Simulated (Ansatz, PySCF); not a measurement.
Breaking a bond: GaH, singlet.

- RMP2/3-21G = restricted MP2 (frozen core)/3-21G (PySCF)
- RKS-B3LYP/6-31G* = restricted B3LYP/6-31G*, spherical d in PySCF 2.14.0
- UMP2/3-21G = unrestricted MP2 (frozen core)/3-21G in PySCF
- FCI = full CI/aug-cc-pVTZ, cores with 3d frozen (Ansatz, an electronic-structure program)

Energies relative to the lowest point of each curve near equilibrium, in kcal/mol:

```json
[
 {"R / Å": "1.35", "RMP2/3-21G": "19.6", "RKS-B3LYP/6-31G*": "21.0", "UMP2/3-21G": "20.0"},
 {"R / Å": "1.42", "RMP2/3-21G": "11.4", "RKS-B3LYP/6-31G*": "12.1", "UMP2/3-21G": "11.4"},
 {"R / Å": "1.51", "RMP2/3-21G": "4.7", "RKS-B3LYP/6-31G*": "4.9", "UMP2/3-21G": "4.7"},
 {"R / Å": "1.58", "RMP2/3-21G": "1.8", "RKS-B3LYP/6-31G*": "1.8", "UMP2/3-21G": "1.8"},
 {"R / Å": "1.73", "RMP2/3-21G": "0.0", "RKS-B3LYP/6-31G*": "0.0", "UMP2/3-21G": "0.0"},
 {"R / Å": "1.79", "RMP2/3-21G": "0.6", "RKS-B3LYP/6-31G*": "0.6", "UMP2/3-21G": "0.6"},
 {"R / Å": "1.95", "RMP2/3-21G": "4.5", "RKS-B3LYP/6-31G*": "4.5", "UMP2/3-21G": "4.5"},
 {"R / Å": "2.07", "RMP2/3-21G": "9.0", "RKS-B3LYP/6-31G*": "8.7", "UMP2/3-21G": "9.0"},
 {"R / Å": "2.77", "RMP2/3-21G": "40.4", "RKS-B3LYP/6-31G*": "38.5", "UMP2/3-21G": "42.6"},
 {"R / Å": "3.34", "RMP2/3-21G": "62.0", "RKS-B3LYP/6-31G*": "58.7", "UMP2/3-21G": "51.8"},
 {"R / Å": "5.97", "RMP2/3-21G": "79.4", "RKS-B3LYP/6-31G*": "96.0", "UMP2/3-21G": "55.7"},
 {"R / Å": "6.68", "RMP2/3-21G": "68.6", "RKS-B3LYP/6-31G*": "98.4", "UMP2/3-21G": "55.8"}
]
```

Q: What does FCI give at the same points?

A: 1.35: 20.4; 1.42: 11.5; 1.51: 4.5; 1.58: 1.5; 1.73: 0.1; 1.79: 0.9; 1.95: 5.0; 2.07: 9.4; 2.77: 37.5; 3.34: 54.0; 5.97: 68.1; 6.68: 68.1 (kcal/mol).

The restricted form behind RMP2/3-21G, RKS-B3LYP/6-31G* keeps the bonding electrons paired and can't separate into open-shell fragments. The unrestricted determinant behind UMP2/3-21G is spin-contaminated at 1.27 to 1.35, 2.53 to 6.68 Å (<S²> up to 1.0, against 0.00 for a pure singlet). Also computed but left out beside FCI, since their determinant holds another spin at the minimum (<S²> over 0.7 above the pure value): UHF/STO-3G.
